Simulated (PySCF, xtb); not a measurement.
AlCl2HSe, SMILES [Cl][Al]([Cl])[SeH].

xtb with GFN2-xTB at its own geometry gives an orbital gap of 3.58 eV and a dipole moment of 1.39 D.

Geometry: B3LYP-D3(BJ)/def2-SVP. The values are those of a single conformer.

Q: What does CAM-B3LYP/def2-TZVP in PySCF give? (The exact figures need the calculation; the answer reports its results.)

A: gap 8.83 eV (levels -9.08 and -0.25 eV), dipole 1.09 D.
